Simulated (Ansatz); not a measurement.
`FBC1(F)C=N1`, relaxed with RKS PBE0-D4/def2-TZVP in the Gaussian-basis code of Ansatz from a PBE-D4/def2-SVP geometry. The force threshold is 0.005 eV/Å; the program also tests the step.

Charge 0, multiplicity 1.

Start:

```xyz
8

F    -0.806    2.204   -0.578
B    -0.568    0.907   -0.735
C     0.302    0.142    0.308
F     0.854    0.883    1.322
C     0.239   -1.300    0.535
N     1.222   -0.994   -0.201
H    -1.044    0.331   -1.696
H    -0.199   -2.173    1.045
```

| step | energy (eV) | largest force (eV/Å) | largest move (Å) |
| --- | --- | --- | --- |
| 1 | -9699.3259 | 1.286 | 0.000 |
| 2 | -9699.3662 | 0.495 | 0.022 |
| 3 | -9699.3715 | 0.106 | 0.009 |
| 4 (rejected) | -9699.3715 | 0.082 | 0.011 |
| 5 | -9699.3721 | 0.053 | 0.005 |
| 6 | -9699.3722 | 0.011 | 0.004 |
| 7 | -9699.3723 | 0.010 | 0.006 |
| 8 | -9699.3723 | 0.008 | 0.001 |
| 9 | -9699.3723 | 0.003 | 0.001 |

End:

```xyz
8

F    -0.808    2.179   -0.564
B    -0.565    0.898   -0.734
C     0.304    0.134    0.297
F     0.853    0.873    1.306
C     0.236   -1.289    0.533
N     1.205   -0.983   -0.189
H    -1.026    0.334   -1.683
H    -0.198   -2.144    1.034
```

Run time 36 s (2 threads of an Intel Xeon 6975P-C on a shared host); peak host memory 0.46 GiB.
